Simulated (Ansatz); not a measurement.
Calculation: frozen-core CCSD(T)/cc-pVDZ // B3LYP-D3(BJ)/def2-SVP (Ansatz, a quantum-chemistry and plane-wave program).

Ansatz 0.2 input:
```yaml
crystal:
  periodic: [false, false, false]
  atoms:
    - { symbol: C, position_ang: [-2.069647, 0.6012, -1.182545] }
    - { symbol: C, position_ang: [-0.793245, 0.77514, -0.35827] }
    - { symbol: C, position_ang: [-0.069389, -0.511655, 0.080007] }
    - { symbol: C, position_ang: [1.287401, -0.213974, 0.745172] }
    - { symbol: Si, position_ang: [2.592106, 0.61911, -0.348744] }
    - { symbol: C, position_ang: [-0.920807, -1.363147, 1.016502] }
    - { symbol: F, position_ang: [-0.245879, -2.439928, 1.463538] }
    - { symbol: F, position_ang: [-1.319915, -0.668267, 2.099595] }
    - { symbol: F, position_ang: [-2.030106, -1.833126, 0.413984] }
    - { symbol: H, position_ang: [-1.89386, -0.043486, -2.059036] }
    - { symbol: H, position_ang: [-2.417142, 1.578603, -1.551427] }
    - { symbol: H, position_ang: [-2.885034, 0.152597, -0.59949] }
    - { symbol: H, position_ang: [-1.001832, 1.37844, 0.54144] }
    - { symbol: H, position_ang: [-0.073143, 1.362515, -0.950098] }
    - { symbol: H, position_ang: [0.095911, -1.148411, -0.806794] }
    - { symbol: H, position_ang: [1.735637, -1.155621, 1.099814] }
    - { symbol: H, position_ang: [1.13183, 0.407096, 1.64428] }
    - { symbol: H, position_ang: [2.667995, -0.085281, -1.664325] }
    - { symbol: H, position_ang: [2.290823, 2.058132, -0.60202] }
    - { symbol: H, position_ang: [3.918294, 0.530064, 0.328258] }
basis:
  gaussian: { orbitals: cc-pVDZ }
correlation:
  method: ccsd_t
```

Output:

```
Functional definition: HF
1696 factors; integrals over basis functions are off by at most 1.1e-3 eV
mean field evaluation 1: about -21301.3924 eV, gradient 4.9e1 eV
mean field evaluation 2: about -21301.7300 eV, gradient 4.9e1 eV
mean field evaluation 4: about -21307.4222 eV, gradient 5.0e0 eV
mean field evaluation 8: about -21307.5104 eV, gradient 2.5e-1 eV
mean field evaluation 16: about -21301.3911 eV, gradient 4.9e1 eV
mean field -21307.51068309 eV, -783.0365748541 hartree, gradient 2.4e-6 eV, S^2 0.000000; 0 other end points of the search recorded, 0 dependent functions left out
13 core orbitals not correlated
reference -21307.51068309 eV, -783.0365748541 hartree; 28, 28 occupied and 144, 144 virtual orbitals, 1696 factors
second order -37.22068831 eV of doubles, -0.00000000 eV of singles
cycle   1  -38.37996813 eV  change    -1.2e0 eV  update   1.3e-1
cycle   2  -39.29818801 eV  change   -9.2e-1 eV  update   3.7e-2
cycle   3  -39.50244896 eV  change   -2.0e-1 eV  update   1.8e-2
cycle   4  -39.49747606 eV  change    5.0e-3 eV  update   3.7e-3
cycle   5  -39.49715365 eV  change    3.2e-4 eV  update   1.4e-3
cycle   6  -39.49746391 eV  change   -3.1e-4 eV  update   3.7e-4
cycle   7  -39.49721544 eV  change    2.5e-4 eV  update   1.4e-4
cycle   8  -39.49712865 eV  change    8.7e-5 eV  update   3.9e-5
cycle   9  -39.49713554 eV  change   -6.9e-6 eV  update   1.3e-5
perturbative correction -1.02911208 eV, -0.0378191713 hartree
Total energy: -21348.03693071 eV, -784.5258869845 hartree
```

Cost: very roughly 9 core-minutes.
